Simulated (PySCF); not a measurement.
## Shifts of the heteroatoms

Numbering as in the mapped SMILES `[CH3:1][C:2](=[O:3])[O:4][C:5](=[O:6])[SiH2:7][N:8]([SiH3:9])[SiH3:10]`; H(Xn) means a hydrogen on atom n.

[PySCF 2.14.0 with density-fitted response routines: shieldings: GIAO PBE0/pcSseg-1; GFN2-xTB geometry; one conformer; no solvent model; relativity neglected; one averaged value for each set of equivalent atoms]

Question: Where does $^{29}$Si resonate?

Answer: 
```csv
atoms,environment,σ (ppm),δ (ppm)
Si9/Si10,"silicon bonded to N, 3 H",397.7,-46.9
Si7,"silicon bonded to C, N, 2 H",407.1,-54.6
```

Shieldings were converted by a linear fit to measured shifts: $^{29}$Si (scatter 8.9 ppm rms, 25.8 ppm with the 6 outliers that the fit left out vs TMS, solution or neat liquid). Occasional misses reach two or three times the rms, and more in compound classes unlike the fitted ones.

On a 400 MHz spectrometer $^{29}$Si resonates near 79.5 MHz, so 1 ppm is 79.5 Hz.

Question: What are the $^{15}$N shifts?

Answer: 
```
atoms              environment  σ (ppm)  δ (ppm)
   N8  nitrogen bonded to 3 Si    292.7   -417.7
```

Shieldings were converted by a linear fit to measured shifts: $^{15}$N: δ = -148.07 − 0.921σ (rms 6.3 ppm, 71 shifts vs CH3NO2, solution or neat liquid). A few per cent of atoms miss by over 2 rms, more outside the fitted compound classes.

On a 300 MHz spectrometer $^{15}$N resonates near 30.4 MHz, so 1 ppm is 30.4 Hz.

Question: Where does $^{17}$O resonate?

Answer: 
```tsv
atoms	environment	σ (ppm)	δ (ppm)
O6	ester carbonyl oxygen	-229.7	475.9
O3	ester carbonyl oxygen	-170.0	421.6
O4	ester alkoxy oxygen	4.6	262.5
```

Shieldings were converted by a linear fit to measured shifts: $^{17}$O: δ = 266.70 − 0.911σ (rms 10.7 ppm, 155 shifts, 12.2 ppm with the 3 outliers that the fit left out vs liquid water, solution or neat liquid). Occasional misses reach two or three times the rms, and more in compound classes unlike the fitted ones.

On a 400 MHz spectrometer $^{17}$O resonates near 54.2 MHz, so 1 ppm is 54.2 Hz.
